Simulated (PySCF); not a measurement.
## Pb3 at several levels of theory

Computed with PySCF 2.14.0 (density fitting, no spin-orbit coupling) at the geometry relaxed with r2SCAN:

```xyz
3
Pb3 (singlet)
Pb    0.0000    0.0000    2.7634
Pb    0.0000    0.0000    0.0000
Pb    0.0000    0.0000   -2.7634
```

| level | basis | state | HOMO (eV) | gap (eV) | charge on Pb1 (e) | dipole about the centre of mass (D) | largest force component (eV/Å) |
| --- | --- | --- | --- | --- | --- | --- | --- |
| r2SCAN | Pb def2-SVP with ECP60 | singlet | -4.52 | 1.02 | 0.11 | 0.00 | 0.02 |
| HF | the same | singlet | -5.62 | 4.65 | 0.21 | 0.00 | 0.50 |
| BLYP | the same | singlet | -4.23 | 0.88 | 0.05 | 0.00 | 0.65 |
| CAM-B3LYP | the same | singlet | -5.58 | 3.19 | 0.14 | 0.00 | 0.42 |
| r2SCAN | Pb def2-TZVP with ECP60 | singlet | -4.54 | 1.03 | 0.11 | 0.00 | 0.21 |
| r2SCAN | Pb x2c-SVPall | singlet | -4.54 | 1.01 | 0.12 | 0.00 | 0.33 |

Charges are Mulliken's, which hang on the basis. The relaxation used the grid (50, 194), these runs (75, 302) or, all-electron (x2c bases, spin-free X2C Hamiltonian), (99, 590).

What does M06-L with Pb def2-SVP with ECP60 give here?

state singlet, HOMO (eV) -4.41, gap (eV) 0.99, charge on Pb1 (e) 0.11, dipole about the centre of mass (D) 0.00, largest force component (eV/Å) 0.53. Time: 4.2 s on 2 threads of Arm Neoverse V1 (shared host), from an already converged density.

In the first row's basis the gap widens with exact exchange: 0.9 to 1.0 eV for BLYP, M06-L, r2SCAN (none); 3.2 to 4.7 eV for CAM-B3LYP, Hartree–Fock (rising or full at long range).

No frequency check is given that shows the relaxed geometry to be a minimum.

Small gap, closed shell not tested for a spin-broken solution: BLYP, M06-L.
